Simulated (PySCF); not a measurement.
**Circular dichroism: SMILES ClCC[C@@]12CC[C@@H]1C2, C$_{7}$H$_{11}$Cl**

Molfile (atoms numbered from 1):
```
C7H11Cl
     RDKit          3D

 19 20  0  0  0  0  0  0  0  0999 V2000
    3.8472   -0.9227    0.5138 Cl  0  0  0  0  0  0  0  0  0  0  0  0
    2.3485    0.0139    0.2615 C   0  0  0  0  0  0  0  0  0  0  0  0
    1.1315   -0.9012    0.2564 C   0  0  0  0  0  0  0  0  0  0  0  0
   -0.1228   -0.0940    0.0769 C   0  0  1  0  0  0  0  0  0  0  0  0
   -0.5723    0.5263   -1.2453 C   0  0  0  0  0  0  0  0  0  0  0  0
   -2.0353    0.1896   -0.8861 C   0  0  0  0  0  0  0  0  0  0  0  0
   -1.5567   -0.4160    0.4263 C   0  0  2  0  0  0  0  0  0  0  0  0
   -0.8059    0.6252    1.2013 C   0  0  0  0  0  0  0  0  0  0  0  0
    2.4554    0.5313   -0.6916 H   0  0  0  0  0  0  0  0  0  0  0  0
    2.2887    0.7414    1.0709 H   0  0  0  0  0  0  0  0  0  0  0  0
    1.0829   -1.4495    1.1998 H   0  0  0  0  0  0  0  0  0  0  0  0
    1.2269   -1.6295   -0.5532 H   0  0  0  0  0  0  0  0  0  0  0  0
   -0.3428    1.5847   -1.3655 H   0  0  0  0  0  0  0  0  0  0  0  0
   -0.2142   -0.0179   -2.1162 H   0  0  0  0  0  0  0  0  0  0  0  0
   -2.4826   -0.5371   -1.5597 H   0  0  0  0  0  0  0  0  0  0  0  0
   -2.7066    1.0417   -0.7828 H   0  0  0  0  0  0  0  0  0  0  0  0
   -1.9762   -1.2933    0.8899 H   0  0  0  0  0  0  0  0  0  0  0  0
   -0.5023    0.3492    2.2005 H   0  0  0  0  0  0  0  0  0  0  0  0
   -1.0733    1.6670    1.0957 H   0  0  0  0  0  0  0  0  0  0  0  0
  1  2  1  0
  2  3  1  0
  4  3  1  1
  4  5  1  0
  5  6  1  0
  6  7  1  0
  7  8  1  0
  7  4  1  0
  8  4  1  0
  2  9  1  0
  2 10  1  0
  3 11  1  0
  3 12  1  0
  5 13  1  0
  5 14  1  0
  6 15  1  0
  6 16  1  0
  7 17  1  1
  8 18  1  0
  8 19  1  0
M  END
```

Method: PySCF, TDDFT CAM-B3LYP/def2-SVPD circular dichroism and optical rotation, one conformer, gas phase. Geometry: GFN2-xTB.

The molecule is flexible and this is one conformer; a measurement averages over conformers. Singlets 5 and 6 lie within 0.01 eV of each other, so their separate moments and overlaps can depend on how they mix.

Question: What are the CIP labels of the stereocentres?

Answer: C4 S, C7 R.

Question: List the lowest 12 singlet excitations with oscillator and rotatory strengths.

Answer: Rotatory strengths R in 10⁻⁴⁰ esu² cm², velocity form and length form (origin at the centre of mass); f in length form.
```csv
state,E (eV),λ (nm),f,R (velocity),R (length),main
1,7.21,172,0.022,-19.9,-20.2,HOMO→LUMO 0.72
2,7.43,167,0.002,-0.7,-0.5,"HOMO−2→LUMO 0.37, HOMO−2→LUMO+1 0.18"
3,7.46,166,0.013,+6.8,+6.4,"HOMO→LUMO+1 0.62, HOMO−3→LUMO 0.11"
4,7.69,161,0.014,-31.4,-29.3,"HOMO→LUMO+1 0.22, HOMO→LUMO 0.11"
5,7.95,156,0.013,+1.7,+1.4,"HOMO−1→LUMO 0.67, HOMO−1→LUMO+1 0.10"
6,7.96,156,0.015,+37.1,+37.5,"HOMO→LUMO+2 0.44, HOMO→LUMO+4 0.30"
7,8.05,154,0.017,-2.2,-0.1,"HOMO→LUMO+4 0.54, HOMO→LUMO+2 0.23"
8,8.19,151,0.062,-24.9,-26.8,"HOMO→LUMO+3 0.23, HOMO−3→LUMO 0.20"
9,8.24,150,0.029,-14.1,-13.5,"HOMO−2→LUMO+3 0.33, HOMO−2→LUMO 0.22"
10,8.29,150,0.017,+26.0,+26.6,"HOMO−1→LUMO+1 0.52, HOMO−3→LUMO 0.09"
11,8.52,146,0.021,+12.4,+12.0,"HOMO−1→LUMO+2 0.43, HOMO−1→LUMO+4 0.34"
12,8.59,144,0.012,+2.7,+2.4,"HOMO→LUMO+6 0.23, HOMO→LUMO+5 0.19"
```

Among the states computed, the strongest CD band (largest |R|) is state 6. The largest dissymmetry factor in size, g = 4R/(D+G), with D and G the electric and magnetic dipole strengths, is +0.03 for state 6 (velocity form, f = 0.015), among bands with |R| over 0.5. The mirror image has the same energies and oscillator strengths and all R with the opposite sign.
